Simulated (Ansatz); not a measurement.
Molecular dynamics of CH5Ga

input.yaml

```yaml
crystal:
  periodic: [false, false, false]
  atoms:
    - { symbol: Ga, position_ang: [0.010229, 0.001039, -0.009198] }
    - { symbol: H, position_ang: [-0.005851, -0.001815, 1.578655] }
    - { symbol: H, position_ang: [1.407347, -0.002025, -0.761829] }
    - { symbol: C, position_ang: [-1.701953, 0.003555, -1.002988] }
    - { symbol: H, position_ang: [-2.277282, -0.91346, -0.753905] }
    - { symbol: H, position_ang: [-2.326737, 0.863017, -0.680813] }
    - { symbol: H, position_ang: [-1.567453, 0.049689, -2.100623] }
basis:
  gaussian: { orbitals: def2-SVP }
hamiltonian:
  xc: pbe
md:
  timestep: 0.5
  n_steps: 166
  ensemble: nve
  temperature: 400.0
  initial_velocities: maxwell_boltzmann
  seed: 675477
```

Command:

```bash
$ ansatz run input.yaml --threads 1 --pin off --max-ram 2048MiB --backend cpu --events-out ev --progress --plain --runs-dir out
```

It starts from a relaxed structure.

Output, in part (one step line in 6, the closing report, with atoms numbered from 0):

```
md step     0: t =     0.00 fs  T =   400.0 K  F+E_penalty+E_count = -53478.67031171 eV  E_kin = 0.258520 eV  conserved = -53478.41179171 eV  (25 SCF iters)
md step     6: t =     3.00 fs  T =   177.0 K  F+E_penalty+E_count = -53478.52433609 eV  E_kin = 0.114385 eV  conserved = -53478.40995095 eV  (28 SCF iters)
md step    12: t =     6.00 fs  T =   242.9 K  F+E_penalty+E_count = -53478.56840612 eV  E_kin = 0.156976 eV  conserved = -53478.41143020 eV  (27 SCF iters)
md step    18: t =     9.00 fs  T =   125.5 K  F+E_penalty+E_count = -53478.49098026 eV  E_kin = 0.081083 eV  conserved = -53478.40989746 eV  (25 SCF iters)
md step    24: t =    12.00 fs  T =   181.9 K  F+E_penalty+E_count = -53478.52860790 eV  E_kin = 0.117590 eV  conserved = -53478.41101768 eV  (27 SCF iters)
md step    30: t =    15.00 fs  T =   109.7 K  F+E_penalty+E_count = -53478.48097887 eV  E_kin = 0.070872 eV  conserved = -53478.41010677 eV  (27 SCF iters)
md step    36: t =    18.00 fs  T =   237.6 K  F+E_penalty+E_count = -53478.56514636 eV  E_kin = 0.153587 eV  conserved = -53478.41155891 eV  (27 SCF iters)
md step    42: t =    21.00 fs  T =   155.3 K  F+E_penalty+E_count = -53478.51091423 eV  E_kin = 0.100357 eV  conserved = -53478.41055734 eV  (27 SCF iters)
md step    48: t =    24.00 fs  T =   235.5 K  F+E_penalty+E_count = -53478.56277952 eV  E_kin = 0.152191 eV  conserved = -53478.41058807 eV  (27 SCF iters)
md step    54: t =    27.00 fs  T =   301.4 K  F+E_penalty+E_count = -53478.60557624 eV  E_kin = 0.194790 eV  conserved = -53478.41078668 eV  (28 SCF iters)
md step    60: t =    30.00 fs  T =   219.6 K  F+E_penalty+E_count = -53478.55235104 eV  E_kin = 0.141936 eV  conserved = -53478.41041531 eV  (28 SCF iters)
md step    66: t =    33.00 fs  T =   243.4 K  F+E_penalty+E_count = -53478.56858285 eV  E_kin = 0.157326 eV  conserved = -53478.41125734 eV  (27 SCF iters)
md step    72: t =    36.00 fs  T =   156.4 K  F+E_penalty+E_count = -53478.51142060 eV  E_kin = 0.101073 eV  conserved = -53478.41034722 eV  (28 SCF iters)
md step    78: t =    39.00 fs  T =   180.1 K  F+E_penalty+E_count = -53478.52737611 eV  E_kin = 0.116428 eV  conserved = -53478.41094786 eV  (26 SCF iters)
md step    84: t =    42.00 fs  T =   144.4 K  F+E_penalty+E_count = -53478.50332177 eV  E_kin = 0.093301 eV  conserved = -53478.41002102 eV  (27 SCF iters)
md step    90: t =    45.00 fs  T =   238.3 K  F+E_penalty+E_count = -53478.56533816 eV  E_kin = 0.154016 eV  conserved = -53478.41132222 eV  (27 SCF iters)
md step    96: t =    48.00 fs  T =    70.7 K  F+E_penalty+E_count = -53478.45564708 eV  E_kin = 0.045662 eV  conserved = -53478.40998499 eV  (26 SCF iters)
md step   102: t =    51.00 fs  T =   201.6 K  F+E_penalty+E_count = -53478.54161286 eV  E_kin = 0.130303 eV  conserved = -53478.41130969 eV  (26 SCF iters)
md step   108: t =    54.00 fs  T =   208.2 K  F+E_penalty+E_count = -53478.54518048 eV  E_kin = 0.134565 eV  conserved = -53478.41061565 eV  (27 SCF iters)
md step   114: t =    57.00 fs  T =   236.9 K  F+E_penalty+E_count = -53478.56374085 eV  E_kin = 0.153084 eV  conserved = -53478.41065664 eV  (27 SCF iters)
md step   120: t =    60.00 fs  T =   263.1 K  F+E_penalty+E_count = -53478.58063670 eV  E_kin = 0.170049 eV  conserved = -53478.41058777 eV  (27 SCF iters)
md step   126: t =    63.00 fs  T =   260.5 K  F+E_penalty+E_count = -53478.57932984 eV  E_kin = 0.168370 eV  conserved = -53478.41096006 eV  (27 SCF iters)
md step   132: t =    66.00 fs  T =   167.9 K  F+E_penalty+E_count = -53478.51920062 eV  E_kin = 0.108496 eV  conserved = -53478.41070498 eV  (27 SCF iters)
md step   138: t =    69.00 fs  T =   194.9 K  F+E_penalty+E_count = -53478.53661614 eV  E_kin = 0.125991 eV  conserved = -53478.41062558 eV  (27 SCF iters)
md step   144: t =    72.00 fs  T =   236.8 K  F+E_penalty+E_count = -53478.56403147 eV  E_kin = 0.153052 eV  conserved = -53478.41097910 eV  (28 SCF iters)
md step   150: t =    75.00 fs  T =   123.0 K  F+E_penalty+E_count = -53478.48978196 eV  E_kin = 0.079512 eV  conserved = -53478.41027014 eV  (27 SCF iters)
md step   156: t =    78.00 fs  T =   151.8 K  F+E_penalty+E_count = -53478.50899199 eV  E_kin = 0.098140 eV  conserved = -53478.41085220 eV  (27 SCF iters)
md step   162: t =    81.00 fs  T =   150.9 K  F+E_penalty+E_count = -53478.50802559 eV  E_kin = 0.097524 eV  conserved = -53478.41050141 eV  (28 SCF iters)
md step   166: t =    83.00 fs  T =   181.2 K  F+E_penalty+E_count = -53478.52762052 eV  E_kin = 0.117092 eV  conserved = -53478.41052891 eV  (26 SCF iters)
Total energy: -53478.52765698 eV, -1965.2996423460 hartree
Atom 0 at     0.000132     0.000151    -0.014330 Å, force     1.497687     0.140496     0.443436 eV/Å
Atom 1 at     0.077281    -0.215259     1.586618 Å, force    -0.086098     0.032549    -0.319595 eV/Å
Atom 2 at     1.479194     0.224854    -0.752159 Å, force    -0.793395    -0.111083     0.302081 eV/Å
Atom 3 at    -1.676862     0.001863    -0.984191 Å, force    -0.377620     0.417091    -0.547083 eV/Å
Atom 4 at    -2.303809    -0.822370    -0.545760 Å, force     0.086554     0.390230    -0.536173 eV/Å
Atom 5 at    -2.191296     1.003082    -0.783475 Å, force     0.318912    -0.891559    -0.305105 eV/Å
Atom 6 at    -1.431946    -0.113302    -2.092731 Å, force    -0.646040     0.022277     0.962440 eV/Å
Dipole moment:    -0.225953    -0.000796    -0.105037 e Å
```

The run went to its last step. The conserved energy stayed within 0.3 meV per atom of its start (net change 0.18 meV per atom), so the integration is sound. Over the second half the temperature averaged 0.48 of the 400 K drawn at the start: a run that starts near a minimum puts about half its kinetic energy into the potential. A run of 0.083 ps of so small a system gives no equilibrium averages.

The same pairs are bonded in the first frame and the last. Pairs count as bonded within 1.25 times the sum of covalent radii (0.12 Å more for H–H).

Last frame:

```xyz
7
Properties=species:S:1:pos:R:3
Ga 0.000 0.000 -0.014
H 0.077 -0.215 1.587
H 1.479 0.225 -0.752
C -1.677 0.002 -0.984
H -2.304 -0.822 -0.546
H -2.191 1.003 -0.783
H -1.432 -0.113 -2.093
```

Time of the run: 4 min on 1 thread of Arm Neoverse V2, on a shared host, peak memory 0.12 GiB.
